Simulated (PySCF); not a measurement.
C3H6FNSi, SMILES C#C[C@H](N)[SiH2]F.

Coordinates come from a PBE-D3(BJ)/def2-SVP optimisation. The structure was generated by enumeration; whether it is a known compound was not checked. The values are those of a single conformer.

Two levels are set side by side: TDA-PBE/def2-SVPD (PySCF) and TDA-CAM-B3LYP/def2-SVPD (PySCF). Vertical, same geometry. The lowest singlet is HOMO→LUMO 97 % with PBE and HOMO→LUMO 72 % with the other functional; states are paired by order. Differences are taken from unrounded values.

| quantity | TDA-CAM-B3LYP | TDA-PBE | TDA-PBE minus TDA-CAM-B3LYP |
|---|---|---|---|
| lowest singlet excitation (eV) | 5.58 | 4.64 | -0.94 |
| lowest triplet excitation (TDA) (eV) | 4.98 | 4.27 | -0.71 |
| first bright state (f over 0.05) (eV) | 7.39 | 6.36 | -1.03 |
| its oscillator strength | 0.05 | 0.09 | 0.03 |

A lower first singlet is the usual sign of a functional without exact exchange. Differences between two approximate levels are no errors against the true value.

Rough cost on one machine, each run with all the roots and properties that it gave: TDA-CAM-B3LYP against TDA-PBE about 4 times.
